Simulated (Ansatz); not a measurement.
`C[CH2][ZnH]` + H–F → `[F][ZnH]` + `CC`  (ligand exchange at a Zn–C bond)

Gas-phase electronic energies from Ansatz, PBE0-D4/def2-TZVP geometries. CBS: MP2 limit from def2 TZ/QZ plus the TZ coupled-cluster correction, frozen cores. This one scheme is used for every species. DFT in def2-TZVPP. HSE06 is defined as in plane-wave codes. For Zn outer-core shells are correlated without core-valence functions, which leaves a few kJ/mol of doubt a bond. Scalar relativity is left out up to krypton.

CCSD(T)/CBS gives -120.3 kJ/mol.

(1) Another level gave -109.2 kJ/mol. Which?
A. HSE06/def2-TZVPP
B. BLYP-D4/def2-TZVPP
C. revPBE-D4/def2-TZVPP
D. LDA (SPW92)/def2-TZVPP

(2) What do rigid-rotor, harmonic-oscillator terms from PBE0-D4/def2-TZVP frequencies (298.15 K, 1 bar) make of the CCSD(T)/CBS value? (Best estimate.)

Largest T1 diagnostic among the species: 0.018.

## Answers

(1) D. LDA (SPW92) -109.2, BLYP-D4 -126.0, revPBE-D4 -114.1, HSE06 -119.0 kJ/mol.

(2) The calculation gave: ΔZPE = +8.0 kJ/mol, ΔH = -114.7 kJ/mol, ΔS = -10 J/(mol·K), ΔG = -111.6 kJ/mol.

At CCSD(T), def2-SVP lies −6.2 kJ/mol from the extrapolated value and def2-TZVPP +3.0 kJ/mol. The D4 term adds +6.0 kJ/mol with B3LYP and +3.2 kJ/mol with PBE0; it sums over pairs of atoms, weighted by their polarisabilities, and B3LYP, whose exchange is more repulsive, gets the larger term. In def2-TZVPP, CCSD(T) changes the Hartree–Fock value by +31.4 kJ/mol (the triples alone add +4.3 kJ/mol) and MP2 by +35.9 kJ/mol.

B3LYP here is the variant with VWN-RPA as its local correlation; programs differ in this.
